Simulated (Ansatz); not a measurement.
Input file for Ansatz (an electronic-structure program): R-RI-MP2/def2-QZVPP on CrF6 (SMILES [F][Cr]([F])([F])([F])([F])[F]). The basis file is the Basis Set Exchange's JSON of that set.

Ansatz 0.2 input:
```yaml
crystal:
  periodic: [false, false, false]
  atoms:
    - {symbol: Cr, position_ang: [0.00000641, -0.00000000, -0.00000000]}
    - {symbol: F, position_ang: [1.33894537, -0.00000000, 1.10600505]}
    - {symbol: F, position_ang: [-0.66947429, 1.15955633, 1.10600823]}
    - {symbol: F, position_ang: [-0.66947429, -1.15955633, 1.10600823]}
    - {symbol: F, position_ang: [1.33894537, 0.00000000, -1.10600505]}
    - {symbol: F, position_ang: [-0.66947429, 1.15955633, -1.10600823]}
    - {symbol: F, position_ang: [-0.66947429, -1.15955633, -1.10600823]}
basis:
  gaussian:
    orbitals: def2-QZVPP.json
    fitting: {mean_field: def2-universal-JKFIT, correlation: def2-QZVPP-RIFIT.json}
magnetization: {spin_polarized: false}
correlation: {method: mp2, electrons: outside_noble_gas}
scf: {lower_state_search: off}
```

Program output:

```
WARN ansatz: RAYON_NUM_THREADS=4 ignored (pool sized by the plan → 4); use --threads N
Functional definition: HF
these checks for a lower state are left out or cut short: stability, starts, cluster_reference, orbital_swaps, neighbouring_geometries, increment
integrals: 0.93 GiB planned
726 factors; integrals over basis functions are off by at most 1.4e0 eV
mean field: 1.48 GiB planned
mean field evaluation 1: about -44586.3709 eV, gradient 1.4e2 eV
mean field evaluation 2: about -44048.6758 eV, gradient 6.7e2 eV
mean field evaluation 4: about -44621.9832 eV, gradient 1.8e1 eV
mean field evaluation 8: about -44622.6596 eV, gradient 3.0e-1 eV
mean field -44622.65963246 eV, -1639.8524951679 hartree, gradient 2.5e-6 eV, S^2 0.000000; 0 other end points of the search recorded, 0 dependent functions left out
15 core orbitals not correlated
1155 factors; their error is unknown
reference -44622.65963246 eV, -1639.8524951679 hartree; 24, 24 occupied and 396, 396 virtual orbitals, 1155 factors
second order -61.67752933 eV of doubles, -0.00000000 eV of singles
Total energy: -44684.33716179 eV, -1642.1191025642 hartree
Checks for a lower state left out: stability, starts, cluster_reference, orbital_swaps, neighbouring_geometries, increment
```

The run converged.

Cost: roughly 28 core-seconds.
